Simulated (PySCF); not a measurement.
**KNa⁺: from constants to spectrum**

UHF-CCSD(T) constants of KNa⁺, ²Σ⁺ (doublet), unpaired electrons σ ↑ (K 6-31G(d,p), Na 6-31G(d,p); no relativity (PySCF 2.14); masses 38.9637 and 22.9898 u):

```
ωe            : 88.9 cm⁻¹
ωexe          : 0.335 cm⁻¹
Be            : 0.06619 cm⁻¹
αe            : 0.000317 cm⁻¹
De to K⁺ + Na : 0.54 eV
```

What force constant and bond length do these constants imply?

Reduced mass μred = 14.459 u; k = 5.8918×10⁻⁷·μred·ωe² (u, cm⁻¹, mdyn/Å) = 0.0673 mdyn/Å; Re = √(16.8576/(μred·Be)) (u, cm⁻¹, Å) = 4.197 Å.

Estimate the centrifugal constant D from the Kratzer relation and find the Dunham coefficient a1.

D = 4Be³/ωe² = 1.47e-07 cm⁻¹; a1 = −1 − αeωe/(6Be²) = -2.07.

Correlated steps freeze 6 core orbitals. Correlated levels converge slowly with the basis: in double zeta they bind strong bonds too weakly, by up to about 1 eV, and carry superposition errors of some tenths. For an ion De counts to the pair picked by the measured ionisation energies or electron affinities, which need not be the lowest pair at this level. The state was picked by a PBE0 search and need not be the measured ground state.
